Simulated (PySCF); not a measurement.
## Stretching InBr

Set-up: basis In cc-pVDZ-PP with ECP28, Br cc-pVDZ-PP with ECP10; scalar-relativistic core potentials; PySCF 2.14. Energies in eV from In + Br in their ground configurations at the same level. State: ¹Σ⁺ (singlet), closed shell.

Curves on a restricted Hartree–Fock reference rise too fast on stretching and do not dissociate correctly.

All columns are RHF. A positive dipole means In(−)Br(+).

```tsv
R (Å)	E (eV)	μ (D)	Mulliken charge on In (basis-dependent)	HOMO (eV)	LUMO (eV)	Mayer bond order	⟨S²⟩
2.227	-2.064	-1.03	0.37	-8.37	0.97	1.02	0.00
2.331	-2.579	-1.84	0.41	-8.58	0.83	0.96	0.00
2.435	-2.863	-2.67	0.45	-8.77	0.69	0.90	0.00
2.512	-2.968	-3.30	0.48	-8.89	0.59	0.86	0.00
2.590	-3.006	-3.93	0.51	-8.99	0.49	0.82	0.00
2.668	-2.994	-4.55	0.54	-9.07	0.38	0.79	0.00
2.771	-2.922	-5.37	0.57	-9.13	0.25	0.74	0.00
2.901	-2.771	-6.39	0.60	-9.14	0.09	0.69	0.00
3.056	-2.542	-7.58	0.63	-9.05	-0.10	0.64	0.00
3.263	-2.201	-9.11	0.67	-8.80	-0.35	0.58	0.00
```

A fit through these points gives, at Re = 2.607 Å, μ = -4.06 D and dμ/dR = -8.04 D/Å; the reduced mass is 46.79 u.

How strong is the fundamental in the double-harmonic approximation, I = 42.26·(dμ/dR)²/μred km/mol?

I = 42.26·(-8.04)²/46.79 = 58.4 km/mol at RHF.

Spin–orbit coupling is left out, which matters for elements this heavy, above all for dissociation energies. Where the molecule has an RHF reference, its open-shell atoms are computed with UHF. Hartree–Fock leaves out correlation, which carries a large part of most bond energies and some tenths to 1 eV of ionisation energies.
